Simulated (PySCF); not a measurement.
**Ionising SnS**

RHF; Sn def2-SVP with ECP28, S def2-SVP; scalar-relativistic core potentials (PySCF 2.14). Neutral (RHF): singlet (closed shell), Re = 2.199 Å, ωe = 539 cm⁻¹, De = 2.41 eV, HOMO -9.47 eV, LUMO 0.35 eV.

SnS⁺ (UHF): doublet (π ↑), Re = 2.389 Å, ωe = 399 cm⁻¹, De = 1.54 eV to Sn⁺ + S. The energies at the minima are -610.79116 hartree for SnS and -610.50711 for SnS⁺.

**Question.** Work out the adiabatic ionisation energy, without and with harmonic zero-point energies (1 hartree = 27.2114 eV, 1 eV = 8065.5 cm⁻¹), and the change of the bond length.

**Answer.** At HF: 0.28405 hartree = 7.729 eV between the minima; the zero-point term (399.0 − 539.0)/2 cm⁻¹ = -0.009 eV makes it 7.721 eV. Re changes by +19.0 pm against the neutral. Minus the HOMO energy is 9.47 eV, +1.74 eV from the value between the minima; Hartree–Fock orbital energies leave out relaxation and correlation. The electron leaves a π orbital; in so polar a molecule the change of length follows mostly from the change of the ionic charges.

These are scalar-relativistic numbers at best; spin–orbit coupling would shift them, the dissociation energy most. For an ion De counts to the pair picked by the measured ionisation energies or electron affinities, which need not be the lowest pair at this level. Where the molecule has an RHF reference, its open-shell atoms are computed with UHF. Hartree–Fock leaves out correlation, which carries a large part of most bond energies and some tenths to 1 eV of ionisation energies. States were picked by a PBE0 search and need not be the measured ground states.

Neutral and ion stand on different kinds of reference determinant, which adds to the error of the difference.
